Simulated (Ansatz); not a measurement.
Two isomers of CH8BNSi: A = `CB(N)[SiH3]`, B = `CNB[SiH3]`.

Computed with Ansatz on PBE0-D4/def2-TZVP structures; ΔE is electronic, products minus reactants. CCSD(T)/CBS adds triple-zeta CCSD(T) − MP2 to the extrapolated MP2 energy (def2 sets, frozen cores). DFT in def2-TZVPP. B3LYP here is the variant with VWN-RPA as its local correlation; programs differ in this. Each species was taken in one conformer, which may not be the lowest.

Q: Which isomer does CCSD(T)/CBS put lower? Give the gap. (Estimate.)

A: Ansatz gave: A, by 17.0 kcal/mol.

Q: Give E(B) − E(A) in kcal/mol with B3LYP, r2SCAN-D4, PBE-D4, MP2/def2-TZVPP, B2PLYP, BLYP-D4, CCSD/def2-TZVPP. (Estimate.)

A: Computed: B3LYP 16.2, r2SCAN-D4 17.8, PBE-D4 17.0, MP2/def2-TZVPP 17.5, B2PLYP 16.6, BLYP-D4 16.3, CCSD/def2-TZVPP 16.6. None reverses the order clearly.

Q: Does the order hold for the free energy at 298.15 K (harmonic terms from PBE0-D4)? (An estimate is asked.)

A: Computed: Yes: G(B) − G(A) = +17.4 kcal/mol, for one conformer each.

Largest T1 diagnostic: 0.014.

At CCSD(T), def2-SVP lies −2.4 kcal/mol from the extrapolated value and def2-TZVPP −0.5 kcal/mol. Leaving LDA and LC-ωPBE aside and taking each functional with its dispersion term where it has one, the values, not all of them listed here, spread over 2.2 kcal/mol, from BLYP-D4 to B97M-V.
